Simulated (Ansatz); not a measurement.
```yaml
crystal:
  periodic: [false, false, false]
  atoms:
    - {symbol: C, position_ang: [-1.538001, 0.482428, 2.653643]}
    - {symbol: C, position_ang: [-0.334937, -1.335488, 0.204753]}
    - {symbol: C, position_ang: [2.483764, -0.579095, -0.510012]}
    - {symbol: Sn, position_ang: [-3.087321, -0.543890, -3.968046]}
    - {symbol: Cl, position_ang: [-2.031815, 4.249996, -4.478323]}
    - {symbol: H, position_ang: [-3.790819, 0.323551, 2.736571]}
    - {symbol: H, position_ang: [-1.456632, 2.820305, 1.744598]}
    - {symbol: H, position_ang: [-0.203958, 0.340063, 4.248355]}
    - {symbol: H, position_ang: [-0.645297, -3.850221, 0.548055]}
    - {symbol: H, position_ang: [3.879149, -1.074615, 1.287569]}
    - {symbol: H, position_ang: [3.782433, -2.272887, -2.168937]}
    - {symbol: H, position_ang: [3.024819, 1.430482, -1.502881]}
basis:
  gaussian: {orbitals: def2-TZVPD}
hamiltonian: {xc: {name: B2PLYP}}
output: {forces: true}
```

```sh
$ ansatz run in.yaml --threads 8 --pin off --events-out ev --progress --plain --max-ram 18278MiB
```

Output, abridged:

```
Functional definition: B2PLYP
1980 factors; integrals over basis functions are off by at most 9.7e-4 eV
mean field evaluation 1: about -21494.8133 eV, gradient 4.4e1 eV
mean field evaluation 2: about -21494.8190 eV, gradient 4.4e1 eV
mean field evaluation 4: about -21318.4694 eV, gradient 1.6e2 eV
mean field evaluation 8: about -21509.2912 eV, gradient 8.0e0 eV
mean field evaluation 16: about -21509.9142 eV, gradient 3.4e-2 eV
mean field evaluation 32: about -21509.8987 eV, gradient 1.7e-1 eV
mean field -21509.91449209 eV, -790.4747776407 hartree, gradient 9.2e-6 eV, S^2 0.000000; 7 other end points of the search recorded, 0 dependent functions left out; unrestricted orbitals would lower it
12 core orbitals not correlated: weight in the atoms' cores, before any rotation towards them, 1.000 or more for the frozen orbitals, at most 0.000 for the correlated occupied ones
reference -21509.91482020 eV, -790.4747896986 hartree; 20, 20 occupied and 244, 244 virtual orbitals, 1980 factors
second order -51.22513651 eV of doubles, -0.00000000 eV of singles
Total energy: -21523.74560706 eV, -790.9830617407 hartree
Atom 0 at    -1.538001     0.482428     2.653643 Å, force    -0.067293     0.864888     1.017214 eV/Å
Atom 1 at    -0.334937    -1.335488     0.204753 Å, force     0.686631    -0.719671    -0.470734 eV/Å
Atom 2 at     2.483764    -0.579095    -0.510012 Å, force     1.134688    -0.279469     0.206648 eV/Å
Atom 3 at    -3.087321    -0.543890    -3.968046 Å, force     0.182909     0.433017     0.101249 eV/Å
Atom 4 at    -2.031815     4.249996    -4.478323 Å, force    -0.114789    -0.443228     0.018633 eV/Å
Atom 5 at    -3.790819     0.323551     2.736571 Å, force     2.128462     0.111388     0.214312 eV/Å
Atom 6 at    -1.456632     2.820305     1.744598 Å, force    -0.013593    -1.293627     0.553573 eV/Å
Atom 7 at    -0.203958     0.340063     4.248355 Å, force    -1.922235     0.246426    -1.743038 eV/Å
Atom 8 at    -0.645297    -3.850221     0.548055 Å, force     0.355144     1.376997    -0.157773 eV/Å
Atom 9 at     3.879149    -1.074615     1.287569 Å, force    -1.183439     0.532638    -1.527136 eV/Å
Atom 10 at     3.782433    -2.272887    -2.168937 Å, force    -0.676150     0.861577     0.837533 eV/Å
Atom 11 at     3.024819     1.430482    -1.502881 Å, force    -0.510335    -1.690938     0.949519 eV/Å
Dipole moment:    -1.333089    -1.971743    -1.132786 e Å
```

(1) What is wrong with this run?

## Answers

(1) The geometry is stretched to more than twice its size. Self-consistency was reached. The result belongs to that input, not to the molecule as meant.
